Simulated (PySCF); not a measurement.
C6H13N.
SMILES with atom numbers: `[CH2:1]=[N:2][C:3]([CH3:4])([CH3:5])[CH2:6][CH3:7]` (hydrogens: H8, H9 on C1; H10, H11, H12 on C4; H13, H14, H15 on C5; H16, H17 on C6; H18, H19, H20 on C7)

The closed-shell SCF was solved with PySCF and density fitting under several settings on one GFN2-xTB geometry (grid level 2 and gas phase unless stated).

```tsv
settings	basis functions	SCF cycles	E (Eh)	HOMO (eV)	LUMO (eV)	dipole (D)
PBE0/pcSseg-1	184	13	-290.8007	-6.94	-0.02	1.33
PBE0/def2-SVPD	244	14	-290.6455	-6.98	-0.18	1.32
KT3/def2-SVP	163	14	-295.6366	-5.52	-0.96	1.15
PBE0/pcSseg-1, start guess vsap, fitting basis def2-universal-jkfit	184	14	-290.8007	-6.94	-0.02	1.33
KT2/3-21G, grid level 4	89	14	-294.5849	-5.05	-0.56	1.17
PBE0/3-21G, grid level 3	89	13	-289.2541	-6.39	0.53	1.30
```

Problem. Estimate the row for these settings: BP86/6-31G*.

Solution. 
```tsv
settings	basis functions	SCF cycles	E (Eh)	HOMO (eV)	LUMO (eV)	dipole (D)
BP86/6-31G*	124	14	-291.1725	-5.30	-0.87	1.11
```

Problem. Over all rows, what range does the HOMO–LUMO gap span?

Solution. From 4.43 eV to 6.92 eV.

Problem. And the dipole moment?

Solution. From 1.11 D to 1.33 D; the largest is 1.20 times the smallest, and the median is 1.30 D.

Problem. Compare two rows with the functional PBE0: PBE0/pcSseg-1 and PBE0/def2-SVPD. Which energy is lower, and by how much?

Solution. PBE0/pcSseg-1 (184 functions) lies 0.1552 Eh or 97 kcal/mol below PBE0/def2-SVPD (244 functions). The smaller set gives the lower energy; the two sets aren't nested, so the variational bound doesn't order them by size.

Cycle counts include a coarse-grid stage where the run had one. All basis functions are spherical, in the Pople sets too. KT2 and KT3 were designed for NMR shieldings or shifts; total energies of different functionals aren't comparable.

Conformer computed: `[CH2:1]=[N:2][C:3]([CH3:4])([CH3:5])[CH2:6][CH3:7]`: C1–N2–C3–C4 119°, N2–C3–C6–C7 66°.

One conformer stands for the species.
